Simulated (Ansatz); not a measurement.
`[CH3][SnH]([F])[CH2]Cl` and `[CH3][SnH]([F])[Br]` differ in one atom or group.

Ansatz, PBE0-D4/def2-TZVP geometries, multiplicity 1. Each molecule was computed in one conformer, which needn't be the lowest.

Elements past krypton have def2 core potentials. Scalar relativity is left out up to krypton.

```json
{"property": "HOMO energy (PBE0/def2-TZVPP) / eV", "`[CH3][SnH]([F])[CH2]Cl`": "-7.91"}
{"property": "HOMO–LUMO gap (B3LYP/def2-TZVPP) / eV", "`[CH3][SnH]([F])[CH2]Cl`": "7.00"}
{"property": "size of the dipole moment (B3LYP/def2-TZVPP) / D", "`[CH3][SnH]([F])[CH2]Cl`": "1.47"}
{"property": "size of the dipole moment (ωB97M-V/def2-TZVPP) / D", "`[CH3][SnH]([F])[CH2]Cl`": "1.45"}
{"property": "HOMO energy (PBE/def2-TZVPP) / eV", "`[CH3][SnH]([F])[CH2]Cl`": "-6.62"}
{"property": "LUMO energy (ωB97M-V/def2-TZVPP) / eV", "`[CH3][SnH]([F])[CH2]Cl`": "1.27"}
```

Question: What does the change do to each property? (An estimate is asked.)

Answer: Computed: 
| property | `[CH3][SnH]([F])[Br]` | shift |
| --- | --- | --- |
| HOMO energy (PBE0/def2-TZVPP) / eV | -8.35 | -0.44 |
| HOMO–LUMO gap (B3LYP/def2-TZVPP) / eV | 6.71 | -0.29 |
| size of the dipole moment (B3LYP/def2-TZVPP) / D | 3.54 | 2.07 |
| size of the dipole moment (ωB97M-V/def2-TZVPP) / D | 3.55 | 2.10 |
| HOMO energy (PBE/def2-TZVPP) / eV | -7.08 | -0.46 |
| LUMO energy (ωB97M-V/def2-TZVPP) / eV | 0.85 | -0.42 |

With PBE0 the HOMO falls by 0.44 eV and the LUMO falls by 0.67 eV, so the gap narrows by about 0.23 eV. PBE moves the HOMO by -0.46 eV and ωB97M-V by -0.45 eV. Dipoles are sizes alone; their direction can turn.

B3LYP here is the variant with VWN-RPA as its local correlation; programs differ in this.

Spin–orbit coupling is left out; it splits and shifts lone-pair levels of the heavy atoms by tenths of an eV.
